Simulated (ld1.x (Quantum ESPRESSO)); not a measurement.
## Which change was made? (V, PAW)

vanadium (V), PAW, made with ld1.x (Quantum ESPRESSO) 7.5 (PBEsol, non-relativistic). Core [Ne], reference 3s2 3p6 3d3 4s0 4p0 (charge +2). Waves: 3s (bound): rcut 1.40, rcutus 1.55 bohr; 4s (bound, empty): rcut 1.40, rcutus 1.55 bohr; 3p (bound): rcut 1.55, rcutus 1.75 bohr; 4p (bound, empty): rcut 1.55, rcutus 1.75 bohr; 3d (bound): rcut 2.05, rcutus 2.35 bohr; 3d channel at 3.35 Ry: rcut 2.05, rcutus 2.35 bohr. Local part: all-electron potential smoothed inside 2.30 bohr (lloc = -1). Core correction: a·sin(br)/r model core, default radius (ld1.x builds one for every PAW set, though the input has nlcc=.false.). Augmentation charge: BG, radius 1.00 bohr.

Cutoffs, loose and tight: the cutoffs (Ry, on a coarse ladder) from which the occupation-weighted sum of valence levels, in a spherical-Bessel basis at the reference potential, stays within 10 and 1 mRy of its value at 400 Ry. They do not see the model core or the augmentation charge, which bear on the density cutoff. Test errors are all-electron minus pseudo excitation energies from the reference, over the configurations 3s2 3p6 3d3 4s2 4p0; 3s2 3p6 3d3 4s1 4p0; 3s2 3p6 3d2 4s0 4p0; 3s2 3p6 3d3 4s1.5 4p0; 3s1 3p6 3d3 4s2 4p0; 3s2 3p6 3d3 4s0 4p2; 3s2 3p6 3d3 4s1 4p1; variants that change the core or the reference have their own tests.

The base gives: outcome: generated; cutoff, loose: 30 Ry; cutoff, tight: 45 Ry; bound ghosts: none; largest test error (meV): test run stopped at test 1 of 7 (negative rho).

Problem. After one change the result is: outcome: generated; cutoff, loose: 18 Ry; cutoff, tight: 30 Ry; bound ghosts: none; largest test error (meV): test run stopped at test 1 of 7 (negative rho). Which change was it?
A. all radii but the core radius scaled by about 1.25 (s 1.94, p 2.18, d 2.94 bohr, rcut 1.76/1.94/2.56); local potential all-electron potential smoothed inside 2.88 bohr (lloc = -1); augmentation BG, radius 1.26 bohr
B. all radii but the core radius scaled by about 1.39 (s 2.16, p 2.44, d 3.28 bohr, rcut 1.94/2.16/2.86); local potential all-electron potential smoothed inside 3.20 bohr (lloc = -1); augmentation BG, radius 1.40 bohr
C. all radii but the core radius scaled by about 0.81 (s 1.26, p 1.42, d 1.90 bohr, rcut 1.14/1.26/1.66); local potential all-electron potential smoothed inside 1.86 bohr (lloc = -1); augmentation BG, radius 0.80 bohr

Solution. A. The others give: all radii but the core radius scaled by about 1.39 (s 2.16, p 2.44, d 3.28 bohr, rcut 1.94/2.16/2.86); local potential all-electron potential smoothed inside 3.20 bohr (lloc = -1); augmentation BG, radius 1.40 bohr → outcome: generated; cutoff, loose: 15 Ry; cutoff, tight: 25 Ry; bound ghosts: none; largest test error (meV): test run stopped at test 1 of 7 (negative rho) | all radii but the core radius scaled by about 0.81 (s 1.26, p 1.42, d 1.90 bohr, rcut 1.14/1.26/1.66); local potential all-electron potential smoothed inside 1.86 bohr (lloc = -1); augmentation BG, radius 0.80 bohr → outcome: generated; cutoff, loose: 40 Ry; cutoff, tight: 80 Ry; bound ghosts: none; largest test error (meV): +55.
